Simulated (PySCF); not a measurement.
# Spectroscopy problems

- GFN2-xTB geometry
- PBE0/pcSseg-1 with gauge-including orbitals
- run in PySCF
- fast rotation and ring inversion assumed for equivalent nuclei, one conformer, isolated molecule, non-relativistic

δ = σ(ref) − σ, references computed at the same level: ¹H, ¹³C against TMS. Splittings of carbon signals by F and P are missing where no couplings were computed. Where no couplings were computed, multiplicities follow the n + 1 count of equivalent neighbours, and m marks all less simple cases (inequivalent or close neighbours, rings, F or P nearby). Shifts are as computed. Against solution values, carbons near 30 ppm lie about +3 ppm off and those near 130 ppm about +5 ppm. Of 1211 compounds with measured shifts, 218 miss one by over three times the rms of a fit or turn the order of signals round; such compounds aren't used in these exercises.

**Question.** C₆H₁₀O₂P₂. ¹H NMR (400 MHz, computed): δ 6.28 (m, 1H), 5.67 (m, 1H), 4.48 (s, 3H), 2.60 (m, 2H), 2.05 (m, 3H). ¹³C{¹H} NMR (computed): δ 171.0 (C), 137.7 (C), 137.6 (CH), 112.5 (CH), 60.9 (CH3), 13.3 (CH3). Identify the compound.

**Answer.** `COC1=CC=C(C)[P@@]1(=O)P`. 6 carbon signals for 6 carbons: no two carbons are equivalent. Carbon types of the structure: 2 × C, 2 × CH, 2 × CH3, leaving 2 H on heteroatoms. δC 171.0: alkene carbon bearing oxygen; an sp2 carbon further deshielded by the attached heteroatom. δC 137.6: alkene CH; an sp2 carbon of a C=C bond. δC 112.5: β carbon of an enol-ether or enamine type C=C; the O or N lone pair pushes π density onto this β carbon and shields it. δC 60.9: methyl carbon bonded to O; deshielded by the electronegative neighbour.

The shifts were computed for this structure.

**Question.** C₃H₁₃FSi₄. ¹H NMR (300 MHz, computed): δ 5.88 (m, 1H), 3.84 (m, 1H), 3.45 (d, 6H), 2.14 (m, 2H), 1.96 (m, 1H), 1.48 (m, 2H). ¹³C{¹H} NMR (computed): δ 32.3 (CH2), 15.1 (CH). Give a structure.

**Answer.** SMILES F[Si@H]1C[C@H]([SiH]([SiH3])[SiH3])C1. The formula gives 1 degree of unsaturation (1 ring in the answer). 2 carbon signals for 3 carbons: some carbons are equivalent by symmetry or fast rotation. Carbon types of the structure: 1 × CH, 2 × CH2, leaving 8 H on heteroatoms. δC 32.3: sp3 CH2 bonded to Si. δC 15.1: sp3 CH bonded to Si. δH 5.88: hydrogen on a silicon bonded to 2 C, F, in a 4-membered ring. δH 1.96: hydrogen on an sp3 CH bonded to Si.

This is the structure that produced the data.
